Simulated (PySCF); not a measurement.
## Orbital energies, ionisation energy and electron affinity

Compound: C₇H₃F₃.
Numbering: `[CH:1]#[C:2][C:3]#[C:4]/[CH:5]=[CH:6]/[C:7]([F:8])([F:9])[F:10]` (hydrogens: H11 on C1; H12 on C5; H13 on C6)

Cartesian coordinates in Å at the PBE0-D3(BJ)/def2-SVP level; atoms count from 1:
```
atom  x, y, z in Å
C1     4.4102    1.1574   -0.8378
C2     3.2973    0.8395   -0.4603
C3     2.0483    0.4803   -0.0350
C4     0.9302    0.1605    0.3405
C5    -0.3437   -0.2249    0.8155
C6    -1.4564   -0.2543    0.0657
C7    -2.7803   -0.6742    0.6140
F8    -2.7174   -1.0036    1.9054
F9    -3.2578   -1.7314   -0.0515
F10   -3.6806    0.3067    0.4886
H11    5.3930    1.4371   -1.1708
H12   -0.4092   -0.5172    1.8703
H13   -1.4553    0.0273   -0.9900
```

Level: CAM-B3LYP/def2-SVPD (PySCF). Frontier orbitals with their largest atomic shares (Löwdin; up to four atoms above 4 %):

| orbital | ε (eV) | main atoms |
| --- | --- | --- |
| HOMO−3 | -11.89 | C2 30 %, C3 28 %, C1 19 %, C4 15 % |
| HOMO−2 | -10.96 | C2 22 %, C5 20 %, C1 18 %, C6 17 % |
| HOMO−1 | -9.06 | C1 26 %, C4 24 %, C2 21 %, C3 20 % |
| HOMO | -8.63 | ? |
| LUMO | -1.32 | C6 22 %, C5 18 %, C3 14 %, C4 13 % |
| LUMO+1 | -0.04 | C1 24 %, C4 21 %, C2 20 %, C3 17 % |
| LUMO+2 | 1.22 | C3 17 %, C4 17 %, C1 14 %, C2 12 % |

What vertical ionisation energy does ΔSCF give, and how far is −ε(HOMO) from it?

ΔSCF: 9.36 eV (903 kJ/mol; threshold wavelength 133 nm); ⟨S²⟩ of the doublet left behind is 0.800, against 0.75 for a pure doublet. −ε(HOMO) is 8.63 eV, 0.73 eV below it. In exact Kohn–Sham theory the two would be equal; CAM-B3LYP (range-separated hybrid) falls short of its own ΔSCF value by 8 %. Holes in the HOMO−1 and HOMO−2 were tried too where these lie within 1.2 eV of the HOMO; the lowest converged state counts.

On which atoms does the HOMO lie?

C4 (alkyne carbon) 19 %, C3 (alkyne carbon) 18 %, C1 (terminal alkyne carbon) 18 %, C6 (alkene CH carbon) 15 %, so no atom holds as much as 40 %. The HOMO−1 lies 0.43 eV lower.

And the vertical electron affinity, the fundamental gap, Mulliken's electronegativity and the hardness (with the factor ½)?

EA = 0.68 eV by ΔSCF (−ε(LUMO) = 1.32 eV). IE − EA = 8.68 eV against an orbital gap of 7.31 eV; (IE + EA)/2 = 5.02 eV; (IE − EA)/2 = 4.34 eV.

Shift the occupied levels rigidly so that −ε(HOMO) equals the ΔSCF value. What binding energies result?

The shift is +0.73 eV: HOMO 9.36, HOMO−1 9.79, HOMO−2 11.69, HOMO−3 12.62 eV. A rigid shift is only a rough guide to the deeper ionisations.

How many of the 10 lowest singlet excitations (vertical TDDFT, same level) lie below the ionisation energy?

All 10; they run from 4.02 to 7.46 eV.

The lowest singlet excitation (vertical TDDFT, same level) lies at 4.02 eV. How far is it below IE − EA?

IE − EA = 8.68 eV, so by 4.66 eV.

Isolated species at its PBE0-D3(BJ)/def2-SVP geometry, gas phase.
